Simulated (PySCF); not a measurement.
Numbering as in the mapped SMILES `[N:1]#[C:2][c:3]1[n:4][n:5][cH:6][n:7][c:8]1[Cl:9]` (H(Xn): hydrogen on atom n).

Geometry: GFN2-xTB; GIAO shifts from PySCF 2.14, gas phase, non-relativistic, averaged over equivalent atoms.

At PBE0/pcSseg-1 (165 basis functions, 39 s wall time on 1 thread of an Arm Neoverse N1, shared host):
```json
{"atoms": "N4", "δ (ppm)": "512.9"}
{"atoms": "N5", "δ (ppm)": "429.8"}
{"atoms": "N1", "δ (ppm)": "346.1"}
{"atoms": "N7", "δ (ppm)": "326.3"}
{"atoms": "C8", "δ (ppm)": "174.4"}
{"atoms": "C6", "δ (ppm)": "158.0"}
{"atoms": "C3", "δ (ppm)": "147.7"}
{"atoms": "C2", "δ (ppm)": "118.2"}
{"atoms": "H(C6)", "δ (ppm)": "9.75"}
```

Shifts are taken against calculated references (same method and geometry level): NH3 for ¹⁵N (σ = 267.73 ppm); ¹³C (σ = 186.93 ppm) and ¹H (σ = 31.72 ppm) vs TMS.

Q: Estimate the result of repeating the calculation with HSE06/pcSseg-1.

A: 
```json
{"atoms": "N4", "δ at HSE06/pcSseg-1": "514.7", "change": "+1.8"}
{"atoms": "N5", "δ at HSE06/pcSseg-1": "431.5", "change": "+1.7"}
{"atoms": "N1", "δ at HSE06/pcSseg-1": "347.4", "change": "+1.3"}
{"atoms": "N7", "δ at HSE06/pcSseg-1": "327.2", "change": "+0.9"}
{"atoms": "C8", "δ at HSE06/pcSseg-1": "174.9", "change": "+0.5"}
{"atoms": "C6", "δ at HSE06/pcSseg-1": "158.3", "change": "+0.3"}
{"atoms": "C3", "δ at HSE06/pcSseg-1": "147.8", "change": "+0.1"}
{"atoms": "C2", "δ at HSE06/pcSseg-1": "118.5", "change": "+0.3"}
{"atoms": "H(C6)", "δ at HSE06/pcSseg-1": "9.74", "change": "-0.01"}
```

Scale: NH3 for ¹⁵N (267.30 ppm); ¹³C (186.23 ppm), ¹H (31.72 ppm) against TMS (reference shieldings calculated alike).

The largest change is at N4 (pyridine-type ring nitrogen). Cost: 165 basis functions, 64 s wall time on 1 thread of an Arm Neoverse N1, shared host. The order of the carbon signals is the same at both levels.

Carbons that carry Cl, above all several Cl atoms, come out too deshielded, partly because spin–orbit coupling is missing. Experimental scales use liquid or dissolved standards, which lie at an offset from isolated NH3 (liquid NH3: subtract about 20 ppm). Unscaled 15N shifts of sp2 nitrogen come out 20 to 40 ppm too high even then.
